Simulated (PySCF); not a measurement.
C₅H₈BFO₂.
Structure used (PBE0-D3(BJ)/def2-SVP), in Å, numbered top down from 1:
```xyz
17
C5H8BFO2 angstrom
C     -1.9041    0.2435   -0.5226
C     -1.4895   -0.9180    0.3746
B      0.0680   -1.0129    0.6841
O      0.5195    0.3328    1.3882
C      1.3220    1.1324    0.8768
F      1.5622    2.2126    1.5723
C      1.9743    0.9681   -0.3483
C      1.6730   -0.1991   -1.0343
O      0.8652   -1.0875   -0.6261
H     -1.6516    1.2171   -0.0697
H     -2.9872    0.2587   -0.7215
H     -1.4003    0.1988   -1.5028
H     -2.0243   -0.8633    1.3394
H     -1.8016   -1.8767   -0.0763
H      0.4436   -1.9160    1.4075
H      2.6699    1.7118   -0.7270
H      2.1488   -0.4073   -2.0038
```

Level: PBE0/pcSseg-1 and PBE0/def2-SVPD in PySCF, non-relativistic, on one gas-phase PBE0-D3(BJ)/def2-SVP geometry that isn't relaxed in the solvent. The solvent is an IEF-PCM continuum (van der Waals radii × 1.2). The model holds no explicit solvent molecules, cavitation or dispersion.

Gas phase at PBE0/pcSseg-1: HOMO -7.18 eV, LUMO -2.25 eV, dipole 3.50 D.

Problem. What does the continuum do to the energy, the frontier levels and the dipole at PBE0/pcSseg-1 in methanol and acetonitrile?

Solution. 
| solvent | ε | E(solvent) − E(gas) (kcal/mol) | polarisation term (kcal/mol) | distortion of the solute (kcal/mol) | HOMO (eV) | LUMO (eV) | dipole (D) |
| --- | --- | --- | --- | --- | --- | --- | --- |
| methanol | 32.61 | -4.78 | -5.74 | 0.96 | -7.12 | -1.99 | 4.60 |
| acetonitrile | 35.69 | -4.81 | -5.77 | 0.96 | -7.12 | -1.99 | 4.60 |

The polarisation term is half the interaction of the solute with the surface charges that it induces; the rest is the cost of distorting the solute's density. The sum is the electrostatic part of solvation alone. From methanol to acetonitrile the lowering changes by a factor 1.00, Onsager's factor (ε − 1)/(2ε + 1) by 1.00 and ε itself by 1.1.

Problem. Which radius a makes the point-dipole formula ΔE = −[(ε − 1)/(2ε + 1)]·μ²/a³ give the value in acetonitrile, with the gas-phase dipole?

Solution. μ = 1.376 au and |ΔE| = 0.00766 Eh give a = 2.60 Å; the farthest nucleus lies 3.25 Å from the centroid of the nuclei, so such a sphere wouldn't even hold the nuclei. The formula assumes a rigid point dipole at the centre of a sphere.

Problem. Give the dipole vector in the frame of the coordinates (D, pointing from negative to positive charge), gas and acetonitrile.

Solution. Gas (2.23, 1.62, -2.15), solvent (2.85, 2.20, -2.86). Its length changes by +32 % and its direction by 2°.

Problem. Which Mulliken charges (PBE0/pcSseg-1) respond most in acetonitrile (means over atoms taken as equivalent)?

Solution. 
```json
{"atoms": "H15", "environment": "B–H hydrogen", "gas (e)": "-0.053", "solvent (e)": "-0.091", "change": "-0.038"}
{"atoms": "H17", "environment": "hydrogen on carbon", "gas (e)": "+0.130", "solvent (e)": "+0.160", "change": "+0.030"}
{"atoms": "O9", "environment": "oxygen bonded to B and C", "gas (e)": "-0.440", "solvent (e)": "-0.463", "change": "-0.023"}
{"atoms": "O4", "environment": "boron-bound oxygen", "gas (e)": "-0.440", "solvent (e)": "-0.462", "change": "-0.022"}
{"atoms": "H16", "environment": "vinylic hydrogen", "gas (e)": "+0.129", "solvent (e)": "+0.150", "change": "+0.021"}
{"atoms": "B3", "environment": "four-coordinate boron", "gas (e)": "+0.522", "solvent (e)": "+0.538", "change": "+0.016"}
{"atoms": "C2", "environment": "sp3 carbon bound to boron", "gas (e)": "-0.454", "solvent (e)": "-0.466", "change": "-0.012"}
{"atoms": "C1", "environment": "methyl carbon", "gas (e)": "-0.321", "solvent (e)": "-0.330", "change": "-0.009"}
{"atoms": "C7", "environment": "alkene CH carbon", "gas (e)": "-0.382", "solvent (e)": "-0.372", "change": "+0.010"}
{"atoms": "C8", "environment": "carbon bonded to C, O and H", "gas (e)": "+0.305", "solvent (e)": "+0.313", "change": "+0.008"}
{"atoms": "H10/H11/H12", "environment": "methyl hydrogen", "gas (e)": "+0.107", "solvent (e)": "+0.115", "change": "+0.008"}
{"atoms": "C5", "environment": "vinylic C–F carbon", "gas (e)": "+0.652", "solvent (e)": "+0.657", "change": "+0.005"}
```

Problem. Which Mayer bond orders change most in acetonitrile?

Solution. 
| bond | length (Å) | gas | solvent | change |
| --- | --- | --- | --- | --- |
| C8–O9 | 1.268 | 1.398 | 1.362 | -0.036 |
| O4–C5 | 1.243 | 1.477 | 1.447 | -0.030 |
| O9–B3 | 1.536 | 0.650 | 0.670 | +0.020 |
| C5–C7 | 1.398 | 1.326 | 1.340 | +0.014 |
| B3–O4 | 1.584 | 0.559 | 0.571 | +0.012 |
| C7–C8 | 1.387 | 1.391 | 1.402 | +0.011 |
| C8–H17 | 1.100 | 0.959 | 0.952 | -0.007 |
| B3–H15 | 1.217 | 0.965 | 0.959 | -0.006 |

Problem. How do the nuclear quadrupole coupling constants eQVzz/h respond in acetonitrile?

Solution. 
```
  nucleus  Q (barn)  gas (MHz)  solvent (MHz)  η gas  η solvent
11B at B3   0.04059      -3.22          -3.08   0.79       0.81
17O at O4   -0.0256      -7.16          -7.28   0.59       0.49
17O at O9   -0.0256      -7.56          -7.59   0.67       0.59
```

Gas phase at PBE0/def2-SVPD: HOMO -7.17 eV, LUMO -2.33 eV, dipole 3.43 D.

Problem. What does the continuum do to the energy, the frontier levels and the dipole at PBE0/def2-SVPD in acetonitrile?

Solution. 
| solvent | ε | E(solvent) − E(gas) (kcal/mol) | polarisation term (kcal/mol) | distortion of the solute (kcal/mol) | HOMO (eV) | LUMO (eV) | dipole (D) |
| --- | --- | --- | --- | --- | --- | --- | --- |
| acetonitrile | 35.69 | -4.60 | -5.64 | 1.04 | -7.11 | -2.06 | 4.60 |

Problem. How does the static polarisability (PBE0/def2-SVPD, frozen core, with the continuum's full static response) change?

Solution. 
| medium | isotropic (au) | principal values (au) | ⟨r²⟩ of the electrons (bohr²) |
| --- | --- | --- | --- |
| gas | 80.9 | 68.1, 82.3, 92.2 | 1145.5 |
| acetonitrile | 108.4 | 88.6, 115.4, 121.1 | 1145.2 |

The isotropic value in acetonitrile is 1.34 times the gas-phase one; no cavity-field correction is applied. ⟨r²⟩ is taken about the centre of nuclear charge.

On an Arm Neoverse V2 with one thread, on a shared host, this took 29 s of wall time and 1.1 GiB of memory at its peak. This is the whole shielding run at PBE0/pcSseg-1 in acetonitrile, SCF included.
